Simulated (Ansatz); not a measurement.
```yaml
crystal:
  periodic: [false, false, false]
  atoms:
    - {symbol: O, position_ang: [-0.628804, -2.102767, 0.529195]}
    - {symbol: C, position_ang: [-0.432415, -1.001779, 0.152754]}
    - {symbol: Si, position_ang: [0.432032, 0.616101, -0.009288]}
    - {symbol: S, position_ang: [-1.375690, 0.104866, -1.000201]}
    - {symbol: H, position_ang: [1.671010, 0.718329, -0.812713]}
    - {symbol: H, position_ang: [0.376066, 1.601250, 1.094051]}
basis:
  gaussian: {orbitals: "6-31++G**"}
hamiltonian: {xc: {name: HF}}
correlation: {method: mp2, frozen_orbitals: {O: 9}}
output: {forces: true}
```

```sh
$ ansatz run in.yaml --threads 2 --pin off --events-out ev --progress --plain --max-ram 4352MiB
```

(1) How does Ansatz answer? (Estimate.)

Results:

(1) Computed: The input was rejected before any iteration.
```
Functional definition: HF
Error: "frozen_orbitals" has no count for C
```
